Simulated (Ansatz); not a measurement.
Geometry optimisation, RKS BHLYP/def2-SVP in Ansatz.

Input:

```yaml
crystal:
  periodic: [false, false, false]
  atoms:
    - { symbol: B, position_ang: [0.038062, 0.406051, -0.452079] }
    - { symbol: O, position_ang: [-0.051327, -0.10645, 2.098085] }
    - { symbol: H, position_ang: [-0.969085, -0.215896, 2.343103] }
    - { symbol: F, position_ang: [1.191078, -0.102977, -0.781914] }
    - { symbol: H, position_ang: [-0.983267, -0.142504, -0.722466] }
    - { symbol: F, position_ang: [0.031762, 1.622608, 0.057587] }
    - { symbol: H, position_ang: [0.068976, 0.861369, 2.040785] }
basis:
  gaussian: { orbitals: def2-SVP }
hamiltonian:
  xc: { name: BHLYP }
relax:
  f_tol: 0.03
  max_steps: 50
output:
  orbitals: {}
```

Run as:

```bash
$ ansatz run input.yaml --threads 1 --pin off --max-ram 2048MiB --backend cpu --events-out ev --progress --plain --runs-dir out
```

Problem. Where does it end, and by what steps?

Solution. The run converged. The force dipped under the threshold on the way, but the program's further checks kept it going. After 26 steps the energy has fallen by 0.254 eV; H7 moved furthest, 1.11 Å. Joined: B1–O2 (2.60 → 1.78 Å).

| step | energy less start (eV) | largest force component (eV/Å) | accepted |
| --- | --- | --- | --- |
| 0 | 0.0000 | 1.053 | yes |
| 1 | -0.0111 | 2.068 | yes |
| 2 | -0.0215 | 1.592 | yes |
| 3 | -0.1270 | 1.264 | yes |
| 4 | -0.1392 | 0.773 | yes |
| 5 | -0.1814 | 0.161 | yes |
| 6 | -0.1933 | 0.158 | yes |
| 7 | -0.1982 | 0.264 | yes |
| 8 | -0.2032 | 0.085 | yes |
| 9 | -0.1983 | 0.357 | no |
| 10 | -0.2048 | 0.021 | yes |
| 11 | -0.2040 | 0.324 | no |
| 12 | -0.2063 | 0.020 | yes |
| 13 | -0.2074 | 0.132 | yes |
| 14 | -0.2078 | 0.295 | yes |
| 15 | -0.2132 | 0.127 | yes |
| 16 | -0.2157 | 0.092 | yes |
| 17 | -0.1804 | 1.292 | no |
| 18 | -0.2213 | 0.103 | yes |
| 19 | -0.2236 | 0.432 | yes |
| 20 | -0.2392 | 0.074 | yes |
| 21 | -0.2204 | 0.776 | no |
| 22 | -0.2463 | 0.046 | yes |
| 23 | -0.2488 | 0.295 | yes |
| 24 | -0.2536 | 0.042 | yes |
| 25 | -0.2539 | 0.053 | yes |
| 26 | -0.2544 | 0.017 | yes |

```xyz
7
Properties=species:S:1:pos:R:3
B -0.094 0.356 -0.110
O -0.342 -0.032 1.613
H -0.721 0.754 2.016
F 1.250 0.250 -0.152
H -0.743 -0.481 -0.669
F -0.558 1.621 -0.106
H 0.534 -0.146 1.991
```

Whether the end is a true minimum wasn't checked by a vibrational analysis.

Time of the run: 63 s on 1 thread of Arm Neoverse V1 (shared host), peak memory 0.13 GiB.
